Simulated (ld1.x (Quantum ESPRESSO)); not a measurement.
chlorine (Cl), ultrasoft: configuration errors across variants

chlorine (Cl), ultrasoft, made with ld1.x (Quantum ESPRESSO) 7.5 (revPBE, non-relativistic). Core [Ne], reference 3s2 3p5. Waves: 3s (bound): rcut 0.80, rcutus 1.10 bohr; 3s channel at -1.15 Ry: rcut 0.80, rcutus 1.10 bohr; 3p (bound): rcut 1.05, rcutus 1.40 bohr; 3p channel at 0.05 Ry: rcut 1.05, rcutus 1.40 bohr. Local part: all-electron potential smoothed inside 1.20 bohr (lloc = -2). Core correction: none. Augmentation charge: PSQ, inside the norm-conserving radii.

All-electron excitation energies from the reference (eV): (1) 3s2 3p4 13.860; (2) 3s2 3p3 39.296; (3) 3s2 3p2 77.587; (4) 3s2 3p5.3 -2.131; (5) 3s2 3p4.5 5.574; (6) 3s1 3p6 11.987; (7) 3s1 3p5 26.395.

2 further variants failed, have other tests or too few solved ones, and are left out.

A true bound ghost makes a file unfit for plane-wave use even where its test errors are small: the radial tests pick states by their node count and pass the ghost by.

Errors AE − PS in meV (a dash: test not solved or not reliable):

| change | (1) | (2) | (3) | (4) | (5) | (6) | (7) | bound ghosts |
| --- | --- | --- | --- | --- | --- | --- | --- | --- |
| base | -0.6 | -1.0 | -15 | +0.1 | -0.2 | +4.1 | -1.7 | s |
| all radii scaled by about 1.11 (s 1.22, p 1.56 bohr, rcut 0.88/1.16); local potential all-electron potential smoothed inside 1.34 bohr (lloc = -2) | +1.1 | +8.6 | +31 | 0.0 | +0.2 | +46 | +34 | none |
| all radii scaled by about 1.34 (s 1.48, p 1.88 bohr, rcut 1.08/1.42); local potential all-electron potential smoothed inside 1.62 bohr (lloc = -2) | +1.7 | +16 | +72 | 0.0 | +0.2 | +65 | +54 | none |

(1) Give the same row for: all radii scaled by about 1.26 (s 1.38, p 1.76 bohr, rcut 1.00/1.32); local potential all-electron potential smoothed inside 1.52 bohr (lloc = -2).

## Answers

(1) +2.0, +17, +74, 0.0, +0.3, +72, +58; bound ghosts: none.
